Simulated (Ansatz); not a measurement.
Name a neutral molecule of Br, C, N, O, Si and H with HOMO–LUMO gap (B3LYP/def2-TZVPP) between 6.70 and 7.00 eV and LUMO energy (PBE0/def2-TZVPP) between -0.45 and -0.15 eV (Ansatz, PBE0-D4/def2-TZVP geometry).

`Br[SiH]1NCO1` (6.96 eV, -0.18 eV); `N[SiH](O)CBr` (6.85 eV, -0.26 eV). Other molecules can fit too; these were computed, each in one conformer that needn't be the lowest.

B3LYP here is the variant with VWN-RPA as its local correlation; programs differ in this.
